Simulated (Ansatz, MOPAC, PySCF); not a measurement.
Molecule: SeCl, charge 0, multiplicity 2. SMILES: Cl[Se]
Geometry from a B3LYP-D3(BJ)/def2-TZVP (Ansatz, a first-principles code) optimisation:
```
Se
Cl 1 2.1470
```
Charge 0, spin multiplicity 2.

Property: vertical ionisation energy to the triplet, in eV. Set-up: PM7 with its own dispersion and hydrogen-bond terms; spin-orbit terms left out; frozen cores in correlated levels (noble-gas shells and the d and f shells of earlier blocks); non-relativistic; six Cartesian d functions in 6-31G* and its kin unless marked 5d; each state is the SCF solution reached for its charge and spin; UHF or UKS for open shells; LANL2DZ with its own core potentials from Na on. Ab initio and DFT rows: single points at B3LYP-D3(BJ) geometries (Ansatz). Semi-empirical rows: differences of heats of formation at the shared geometry for vertical values.

```csv
level,program,vertical ionisation energy to the triplet (eV)
AM1,MOPAC,7.64
PM3,MOPAC,8.91
PM6,MOPAC,8.58
PM7,MOPAC,8.43
MNDO,MOPAC,8.73
HF/6-31G*,Ansatz,8.71
HF/6-31G* with LANL2DZ past Ar,Ansatz,8.91
PBE/6-31G*,Ansatz,9.18
B3LYP/STO-3G,Ansatz,7.88
B3LYP/3-21G,Ansatz,9.44
B3LYP/6-31G* with LANL2DZ past Ar,Ansatz,9.53
MP2/6-31G*,Ansatz,9.00
MP2/6-31G* with LANL2DZ past Ar,Ansatz,8.95
B3LYP/def2-TZVPD,Ansatz,9.39
M06-2X/def2-TZVPD,PySCF,9.42
wB97M-V/def2-TZVPD,Ansatz,9.41
```

No value to compare with is used here. The 13 habitual levels span 7.64 (AM1) to 9.53 eV (B3LYP/6-31G* with LANL2DZ past Ar); M06-2X/def2-TZVPD gives 9.42.

The levels are drawn from those run, B3LYP/6-31G* more often than the rest, none by its result; runs whose electronic state is in doubt are left out.
